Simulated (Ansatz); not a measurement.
Reaction (ligand exchange at a Ge–Cl bond): `[Cl][GeH2][Cl]` + H₂Se → `[Cl][GeH2][SeH]` + HCl

Calculated with Ansatz (gas phase, PBE0-D4/def2-TZVP geometries, no zero-point term in ΔE). CCSD(T)/CBS adds triple-zeta CCSD(T) − MP2 to the extrapolated MP2 energy (def2 sets, frozen cores). This one scheme is used for every species. DFT in def2-TZVPP. B3LYP here is the variant with VWN-RPA as its local correlation; programs differ in this. HSE06 is defined as in plane-wave codes. For Ge, Se outer-core shells are correlated without core-valence functions, which leaves a few kJ/mol of doubt a bond. Scalar relativity is left out up to krypton. Each species was taken in one conformer, which may not be the lowest.

`[Cl][GeH2][Cl]`:

Cartesian coordinates in Å:
```
Cl 0.458 -1.540 -1.259
Ge 0.006 0.169 -0.053
Cl -0.532 -0.515 1.902
H 1.274 1.013 0.071
H -1.206 0.874 -0.661
```

H₂Se:

Cartesian coordinates in Å:
```
Se -0.669 -0.019 -0.143
H 0.495 -0.803 -0.571
H 0.174 0.822 0.713
```

`[Cl][GeH2][SeH]`:

Z-matrix (Å, degrees):
```
Ge
Se 1 2.348
Cl 1 2.148 2 104.6
H 1 1.534 2 112.1 3 -116.2
H 1 1.534 2 112.2 3 116.2
H 2 1.471 1 91.7 3 179.5
```

HCl:

```xyz
2

Cl   -0.086   -0.605   -0.189
H     0.086    0.605    0.189
```

```json
{"level": "r2SCAN-D4", "ΔE (kJ/mol)": "18.9", "difference from CCSD(T)/CBS": "3.8"}
{"level": "B97M-V", "ΔE (kJ/mol)": "25.1", "difference from CCSD(T)/CBS": "10.0"}
{"level": "PBE0-D4", "ΔE (kJ/mol)": "15.3", "difference from CCSD(T)/CBS": "0.2"}
{"level": "B3LYP-D4", "ΔE (kJ/mol)": "17.6", "difference from CCSD(T)/CBS": "2.5"}
{"level": "r2SCANh-D4", "ΔE (kJ/mol)": "18.5", "difference from CCSD(T)/CBS": "3.4"}
{"level": "r2SCAN", "ΔE (kJ/mol)": "19.3", "difference from CCSD(T)/CBS": "4.2"}
{"level": "HSE06", "ΔE (kJ/mol)": "16.9", "difference from CCSD(T)/CBS": "1.8"}
{"level": "HF/def2-TZVPP", "ΔE (kJ/mol)": "27.3", "difference from CCSD(T)/CBS": "12.2"}
{"level": "CCSD/def2-TZVPP", "ΔE (kJ/mol)": "17.4", "difference from CCSD(T)/CBS": "2.3"}
{"level": "CCSD/CBS(def2)", "ΔE (kJ/mol)": "16.0", "difference from CCSD(T)/CBS": "0.9"}
{"level": "CCSD(T)/CBS", "ΔE (kJ/mol)": "15.1", "difference from CCSD(T)/CBS": "0"}
```

Largest T1 diagnostic among the species: 0.009.

The D4 term adds −3.2 kJ/mol with B3LYP and −1.7 kJ/mol with PBE0; it sums over pairs of atoms, weighted by their polarisabilities, and B3LYP, whose exchange is more repulsive, gets the larger term. Leaving LDA and LC-ωPBE aside and taking each functional with its dispersion term where it has one, the values, not all of them listed here, spread over 10.4 kJ/mol, from PBE-D4 to B97M-V. At CCSD(T), def2-SVP lies +8.7 kJ/mol from the extrapolated value and def2-TZVPP +1.5 kJ/mol.
